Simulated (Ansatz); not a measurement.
Isolated molecules relaxed with PBE0-D4/def2-TZVP in Ansatz; ΔE leaves out vibrations. CBS: MP2 limit from def2 TZ/QZ plus the TZ coupled-cluster correction, frozen cores. This one scheme is used for every species. DFT in def2-TZVPP. Each species was taken in one conformer, which may not be the lowest.

Consider the formal hydrolysis of the Si–F bond: `F[SiH2][SiH](Cl)Cl` + H₂O → `O[SiH2][SiH](Cl)Cl` + H–F.

`F[SiH2][SiH](Cl)Cl`:

```xyz
8

F    -0.508    1.327    1.863
Si   -0.366   -0.104    1.158
Si    0.463    0.154   -1.018
Cl   -0.841    1.269   -2.137
Cl    0.587   -1.747   -1.786
H    -1.704   -0.742    1.098
H     0.568   -0.932    1.963
H     1.800    0.775   -1.141
```

H₂O:

Z-matrix (Å, degrees):
```
O
H 1 0.960
H 1 0.960 2 105.1
```

`O[SiH2][SiH](Cl)Cl`:

Z-matrix (Å, degrees):
```
Si
Si 1 2.346
O 1 1.648 2 109.7
H 1 1.489 2 106.6 3 122.4
H 1 1.482 2 111.3 3 -117.7
Cl 2 2.064 1 105.9 3 -46.5
Cl 2 2.053 1 110.1 3 -164.8
H 2 1.481 1 117.6 3 72.2
H 3 0.959 1 117.2 2 52.7
```

H–F:

Z-matrix (Å, degrees):
```
F
H 1 0.920
```

```json
{"level": "r2SCAN", "ΔE (kcal/mol)": "9.1"}
{"level": "MP2/def2-QZVPP", "ΔE (kcal/mol)": "8.4"}
```

Question: What does CCSD(T)/CBS give? (Best estimate.)

Answer: Computed: +8.8 kcal/mol. The listed levels differ from it by 0.3, -0.4 kcal/mol.

Largest T1 diagnostic among the species: 0.011.

Leaving LDA and LC-ωPBE aside and taking each functional with its dispersion term where it has one, the values, not all of them listed here, spread over 1.8 kcal/mol, from revPBE-D4 to B97M-V. LDA lies −1.4 kcal/mol from PBE without D4. In def2-TZVPP, CCSD(T) changes the Hartree–Fock value by −2.1 kcal/mol (the triples alone add −0.4 kcal/mol) and MP2 by −2.5 kcal/mol.
